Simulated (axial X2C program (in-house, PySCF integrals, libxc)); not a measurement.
# Potential curves of WH, with spin–orbit coupling

All values were computed with an in-house all-electron X2C program for linear molecules (integrals from PySCF). Two-component (2c) means X2C with spin–orbit coupling and atomic mean-field two-electron Coulomb and Gaunt terms. Basis: W dyall-v3z [13s14p9d7f2g], H dyall-v3z [6s2p1d] (cores contracted in-house); Gaussian nuclei, density fitting, unrestricted open shells. Masses: W 183.951 u, H 1.008 u.

State: Ω = 5/2 (⟨Sz⟩ = 2.48, ⟨Lz⟩ = 0.02 at HF). Energies in cm⁻¹ from the lowest point of each curve. Fits are polynomials in 1 − R0/R over 0.85 to 1.23 times the lowest point R0.

```tsv
R (Å)	MP2
1.4833	3082
1.5516	1170
1.6027	373
1.6539	9
1.7050	0
1.7647	349
1.8244	1003
1.9011	2179
1.9949	3970
2.1313	6957
```

Correlated methods: 29 electrons correlated (number of frozen shells: W 4 s, 3 p, 2 d; H none), 229 virtual spin orbitals or spinors in MP2.

Occupations by symmetry block were frozen at the best pattern of an incomplete PBE0 search. With several unpaired electrons one determinant need not be a pure state. This is the top spin component of a Σ state; components of lower Ω are not single determinants and can lie lower. MP2 and coupled cluster on one determinant become unreliable at the stretched end.

Question: What are Re and ωe at the MP2 level?

Answer: At MP2, 2c: Re = 1.680 Å, ωe ≈ 2020 cm⁻¹; Be follows as 5.96 cm⁻¹.
